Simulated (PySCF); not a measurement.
Ge(H)(SH) (GeH₂S), SMILES [GeH][SH] (connectivity only; charge and spin as stated), neutral, multiplicity 1.

Geometry: PBE0-D3(BJ)/def2-TZVP.

All values below come from PBE0/def2-TZVPD run with PySCF.

Symmetry labels are those of the subgroup Cs that the program uses (full group Cs).

Q: List the valence orbital energies around the gap with their symmetry. (The exact figures need the calculation; the answer reports its results.)

A: 
| orbital | symmetry | energy (eV) |
|---|---|---|
| HOMO−7 | A' | -33.75 |
| HOMO−6 | A' | -33.69 |
| HOMO−5 | A' | -20.57 |
| HOMO−4 | A' | -14.27 |
| HOMO−3 | A' | -11.17 |
| HOMO−2 | A' | -9.12 |
| HOMO−1 | A" | -8.12 |
| HOMO | A' | -7.03 |
| LUMO | A" | -2.60 |
| LUMO+1 | A' | -0.22 |
| LUMO+2 | A' | 0.20 |
| LUMO+3 | A' | 0.89 |
